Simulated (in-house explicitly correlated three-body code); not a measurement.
Computed with an exponentially correlated three-body code. Model: two electrons around a point charge, non-relativistic, variational in 260 exponentially correlated functions (energies converged to about 1e-7 hartree, or 1e-8 relative for large Z).

Command:
```bash
python run_hyl.py task.json out
```
Settings (lengths in bohr, energies in hartree):
```
Z                      8
screening              0.6
interaction_strength   1
functions              260
states_tried           13
```

Cost of the run: 32 s on 1 thread of Intel(R) Xeon(R) 6975P-C (Granite Rapids) (shared host).

**Those bound S and P states to n = 4 that converged, binding against the one-electron ion.**

Given: nuclear charge 8; Yukawa screening of all interactions 0.6 1/bohr.

Computed: one-electron threshold -27.4577217 hartree.

| term | energy (hartree) | binding (eV) |
| --- | --- | --- |
| 1 1S | -50.6473168 | 631.02 |
| 2 3S | -30.6688493 | 87.379 |
| 2 1S | ? | ? |
| 2 3P | -30.2910367 | 77.098 |
| 2 1P | -30.1253397 | 72.59 |
| 3 3S | ? | ? |
| 3 1S | -27.7832696 | 8.8586 |
| 3 3P | -27.7071373 | 6.7869 |
| 3 1P | -27.6816543 | 6.0935 |

Task: What belongs in the row 2 1S?

Result: energy (hartree): -30.4151375; binding (eV): 80.475.

Task: What belongs in the row 3 3S?

Result: energy (hartree): -27.8239075; binding (eV): 9.9644.

**Converged states only, values per electron or pair (inverse distances are <exp(-kr)/r>).**

```
term  mean r (bohr)  mean r squared (bohr²)  mean inverse r (1/bohr)  mean r12 (bohr)  mean inverse r12 (1/bohr)  mean cosine  mean p1 dot p2 (bohr⁻²)  delta r1 (bohr⁻³)  delta r12 (bohr⁻³)
1 1S        0.19784                0.052592                   7.0906          0.29204                     4.1141    -0.016466                  0.93559             148.64              15.678
2 3S        0.52056                 0.44988                   4.3181          0.88217                    0.87629   -0.0049222                 0.057917             88.032                   -
2 1S        0.54021                  0.4907                   4.2948          0.91307                     1.0674   -0.0072699                 0.071716             87.479              2.3527
2 3P        0.46733                 0.36217                   4.2946          0.78674                     1.0871    -0.063469                  -3.4113             80.247                   -
2 1P              ?                       ?                        ?                ?                          ?            ?                        ?                  ?                   ?
3 3S              ?                       ?                        ?                ?                          ?            ?                        ?                  ?                   -
3 1S         1.3547                  3.6856                   3.8237           2.5291                    0.22559   -0.0013386                  0.01267             81.989             0.40243
3 3P         1.3179                  3.5417                   3.8173           2.4581                    0.21707   -0.0088863                 -0.46527             80.768                   -
3 1P         1.3635                  3.8116                   3.8117            2.546                    0.22714    0.0057254                  0.45399             80.871             0.10068
```

Task: What belongs in the row 2 1P?

Result: mean r (bohr): 0.48256; mean r squared (bohr²): 0.38969; mean inverse r (1/bohr): 4.2766; mean r12 (bohr): 0.7928; mean inverse r12 (1/bohr): 1.1831; mean cosine: 0.041651; mean p1 dot p2 (bohr⁻²): 3.2012; delta r1 (bohr⁻³): 81.006; delta r12 (bohr⁻³): 0.58916.

Task: What belongs in the row 3 3S?

Result: mean r (bohr): 1.3014; mean r squared (bohr²): 3.3791; mean inverse r (1/bohr): 3.8307; mean r12 (bohr): 2.424; mean inverse r12 (1/bohr): 0.20054; mean cosine: -0.00095281; mean p1 dot p2 (bohr⁻²): 0.010019; delta r1 (bohr⁻³): 82.093.

**Electric-dipole lines between converged S and P states, rate of the upper state's decay.**

```
s state  p state  p minus s (eV)  oscillator strength from s  rate (1/s)
   1 1S     2 1P          558.43                     0.62103  2.8012e+12
   1 1S     3 1P          624.93                      0.0763    4.31e+11
   2 1S     2 1P               ?                           ?           ?
   2 1S     3 1P          74.382                     0.20031   1.603e+10
   3 1S     2 1P         -63.731                   -0.048026  8.4642e+09
   3 1S     3 1P          2.7651                       0.429  4.7442e+07
   2 3S     2 3P          10.281                     0.15005  2.2939e+08
   2 3S     3 3P          80.592                     0.18829  1.7689e+10
   3 3S     2 3P               ?                           ?           ?
   3 3S     3 3P          3.1775                      0.4552  6.6474e+07
```

Task: What belongs in the row 2 1S 2 1P?

Result: p minus s (eV): 7.8858; oscillator strength from s: 0.12448; rate (1/s): 1.1197e+08.

Task: What belongs in the row 3 3S 2 3P?

Result: p minus s (eV): -67.134; oscillator strength from s: -0.051664; rate (1/s): 1.0104e+10.

**Static dipole response.**

```
state  polarisability (bohr³)
 1 1S               0.0027263
 2 1S                  1.5361
 2 3S                  1.0952
```
